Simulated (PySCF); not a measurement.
# Computed records: AlClGeH2O, AlGeH3O, ClGeHO, AlGeH4NO

Computed with PySCF 2.14.0. Calculation on a computer-drawn molecule: optimised geometry and harmonic frequencies of an isolated molecule of the commonest isotopes, restricted reference for singlets and unrestricted otherwise, frozen core in MP2; on germanium a core potential holds 10 electrons, which the energies leave out, and 3d is frozen in MP2 and coupled-cluster steps.

Common to all runs: charge 0; multiplicity 1; basis cc-pV(D+d)Z; basis and core potential on germanium cc-pVDZ-PP ECP10MDF.

```json
{"entry": 1, "formula": "AlClGeH2O", "start_structure": {"atoms_angstrom": [["O", -2.1774, -1.1721, 0.7843], ["Al", -0.6778, -0.7457, 0.985], ["Ge", 1.6875, -0.008, 1.2404], ["Cl", 2.5444, -1.3196, 2.7547], ["H", 2.5049, -0.2019, -0.0295], ["H", 1.8072, 1.4158, 1.7664]]}, "given": {"method": "MP2", "drawn_bonds_atom": [1, 2, 3, 3, 3], "drawn_bonds_other_atom": [2, 3, 4, 5, 6], "drawn_bonds_order": [2, 1, 1, 1, 1]}, "results": {"optimised_atom_element": ["O", "Al", "Ge", "Cl", "H", "H"], "optimised_atom_x [angstrom]": [-2.233, -0.6758, 1.695, 2.565, 2.518, 1.819], "optimised_atom_y [angstrom]": [-1.185, -0.7426, -0.01321, -1.317, -0.1961, 1.423], "optimised_atom_z [angstrom]": [0.775, 0.9825, 1.248, 2.761, -0.03095, 1.766], "modes_frequency [cm^-1]": [68.47, 122.3, 158.8, 281.8, 406.4, 422.4, 656.3, 746.2, 883.9, 1032, 2199, 2208], "modes_reduced_mass [dalton]": [21.36, 9.637, 24.34, 22.78, 1.151, 40.69, 1.031, 1.045, 1.022, 19.16, 1.016, 1.025], "rotational_constants [GHz]": [5.571, 1.231, 1.021], "total_energy [hartree]": -1071.3398, "convergence_status_largest_gradient_component [hartree/bohr]": 9.265e-06}}
{"entry": 2, "formula": "AlGeH3O", "start_structure": {"atoms_angstrom": [["O", -0.4789, 0.5939, 1.2218], ["Al", 0.8493, 0.1397, 0.791], ["Ge", 3.0958, -0.5472, 0.0213], ["H", 4.1131, -0.5433, 1.1006], ["H", 3.1628, -1.9868, -0.5892], ["H", 3.6694, 0.296, -1.1071]]}, "given": {"method": "HF", "drawn_bonds_atom": [1, 2, 3, 3, 3], "drawn_bonds_other_atom": [2, 3, 4, 5, 6], "drawn_bonds_order": [2, 1, 1, 1, 1]}, "results": {"optimised_atom_element": ["O", "Al", "Ge", "H", "H", "H"], "optimised_atom_x [angstrom]": [-0.5169, 0.9095, 3.166, 4.134, 3.079, 3.64], "optimised_atom_y [angstrom]": [0.585, 0.1324, -0.5837, -0.5341, -2.009, 0.3622], "optimised_atom_z [angstrom]": [1.234, 0.748, -0.02027, 1.16, -0.5616, -1.122], "modes_frequency [cm^-1]": [153.0, 153.0, 287.8, 484.2, 484.2, 866.1, 960.5, 960.5, 1200, 2240, 2241, 2247], "modes_reduced_mass [dalton]": [9.282, 9.283, 23.64, 1.116, 1.116, 1.037, 1.019, 1.019, 19.13, 1.024, 1.024, 1.011], "rotational_constants [GHz]": [80.18, 1.727, 1.727], "total_energy [hartree]": -611.8826, "convergence_status_largest_gradient_component [hartree/bohr]": 2.343e-05}}
{"entry": 3, "formula": "AlGeH3O", "start_structure": {"atoms_angstrom": [["O", -0.5169, 0.585, 1.2339], ["Al", 0.9095, 0.1324, 0.748], ["Ge", 3.1656, -0.5837, -0.0203], ["H", 4.1339, -0.5341, 1.1602], ["H", 3.079, -2.0095, -0.5616], ["H", 3.6404, 0.3622, -1.1218]]}, "given": {"method": "MP2", "drawn_bonds_atom": [1, 2, 3, 3, 3], "drawn_bonds_other_atom": [2, 3, 4, 5, 6], "drawn_bonds_order": [2, 1, 1, 1, 1]}, "results": {"optimised_atom_element": ["O", "Al", "Ge", "H", "H", "H"], "optimised_atom_x [angstrom]": [-0.565, 0.9144, 3.168, 4.148, 3.092, 3.654], "optimised_atom_y [angstrom]": [0.6002, 0.1308, -0.5844, -0.5381, -2.015, 0.3591], "optimised_atom_z [angstrom]": [1.25, 0.7464, -0.02127, 1.157, -0.5666, -1.128], "modes_frequency [cm^-1]": [127.9, 128.0, 281.4, 448.7, 449.0, 805.2, 909.4, 909.5, 1032, 2196, 2202, 2202], "modes_reduced_mass [dalton]": [10.24, 10.25, 23.38, 1.104, 1.104, 1.037, 1.018, 1.018, 19.12, 1.012, 1.024, 1.024], "rotational_constants [GHz]": [80.0, 1.696, 1.696], "total_energy [hartree]": -612.2428, "convergence_status_largest_gradient_component [hartree/bohr]": 1.101e-05}}
{"entry": 4, "formula": "ClGeHO", "start_structure": {"atoms_angstrom": [["O", -0.4562, 0.3591, 1.9817], ["Ge", 0.1685, -0.1755, 0.6902], ["Cl", -0.4778, 0.6609, -1.1287], ["H", 1.2107, -1.1929, 0.4447]]}, "given": {"method": "HF", "drawn_bonds_atom": [1, 2, 2], "drawn_bonds_other_atom": [2, 3, 4], "drawn_bonds_order": [2, 1, 1]}, "results": {"optimised_atom_element": ["O", "Ge", "Cl", "H"], "optimised_atom_x [angstrom]": [-0.4653, 0.1526, -0.4505, 1.208], "optimised_atom_y [angstrom]": [0.3535, -0.1465, 0.6365, -1.192], "optimised_atom_z [angstrom]": [2.089, 0.6906, -1.199, 0.4072], "modes_frequency [cm^-1]": [234.9, 451.9, 521.7, 804.6, 1062, 2318], "modes_reduced_mass [dalton]": [19.43, 39.99, 1.188, 1.039, 18.0, 1.022], "rotational_constants [GHz]": [23.52, 3.385, 2.959], "total_energy [hartree]": -828.3164, "convergence_status_largest_gradient_component [hartree/bohr]": 1.283e-05}}
{"entry": 5, "formula": "ClGeHO", "start_structure": {"atoms_angstrom": [["O", -0.4653, 0.3535, 2.0888], ["Ge", 0.1526, -0.1465, 0.6906], ["Cl", -0.4505, 0.6365, -1.1986], ["H", 1.2085, -1.192, 0.4072]]}, "given": {"method": "MP2", "drawn_bonds_atom": [1, 2, 2], "drawn_bonds_other_atom": [2, 3, 4], "drawn_bonds_order": [2, 1, 1]}, "results": {"optimised_atom_element": ["O", "Ge", "Cl", "H"], "optimised_atom_x [angstrom]": [-0.4745, 0.1518, -0.4495, 1.218], "optimised_atom_y [angstrom]": [0.3591, -0.1449, 0.6379, -1.201], "optimised_atom_z [angstrom]": [2.129, 0.6844, -1.225, 0.3994], "modes_frequency [cm^-1]": [213.8, 435.9, 453.7, 753.1, 1003, 2216], "modes_reduced_mass [dalton]": [19.82, 39.53, 1.188, 1.043, 16.7, 1.021], "rotational_constants [GHz]": [22.99, 3.286, 2.875], "total_energy [hartree]": -828.7440, "convergence_status_largest_gradient_component [hartree/bohr]": 2.725e-05}}
{"entry": 6, "formula": "AlGeH4NO", "start_structure": {"atoms_angstrom": [["O", 0.9527, 3.5784, 0.3044], ["Ge", 0.4979, 2.2521, -0.3811], ["N", 0.7227, 0.5867, 0.3175], ["Al", 0.2602, -1.0982, -0.1799], ["H", -0.1074, 2.0971, -1.8045], ["H", 1.0626, 0.6727, 1.2018], ["H", 1.3559, -1.8184, -0.9943], ["H", -1.115, -1.6835, 0.0271]]}, "given": {"method": "HF", "drawn_bonds_atom": [1, 2, 3, 2, 3, 4, 4], "drawn_bonds_other_atom": [2, 3, 4, 5, 6, 7, 8], "drawn_bonds_order": [2, 1, 1, 1, 1, 1, 1]}, "results": {"optimised_atom_element": ["O", "Ge", "N", "Al", "H", "H", "H", "H"], "optimised_atom_x [angstrom]": [0.989, 0.3278, 0.9198, 0.3429, -0.8656, 1.714, 1.098, -0.8963], "optimised_atom_y [angstrom]": [3.597, 2.21, 0.5805, -1.061, 2.051, 0.6545, -2.306, -1.139], "optimised_atom_z [angstrom]": [0.2176, -0.2928, 0.1751, -0.2691, -1.223, 0.794, 0.325, -1.236], "modes_frequency [cm^-1]": [89.87, 142.7, 210.1, 256.3, 497.7, 548.1, 658.4, 681.6, 696.6, 829.6, 843.5, 907.4, 1043, 1236, 2019, 2024, 2281, 3742], "modes_reduced_mass [dalton]": [6.03, 5.136, 1.191, 7.394, 1.638, 1.27, 1.174, 2.503, 1.097, 1.146, 1.131, 3.202, 16.9, 1.314, 1.039, 1.045, 1.02, 1.075], "rotational_constants [GHz]": [22.14, 1.58, 1.475], "total_energy [hartree]": -666.9394, "convergence_status_largest_gradient_component [hartree/bohr]": 1.119e-05}}
```
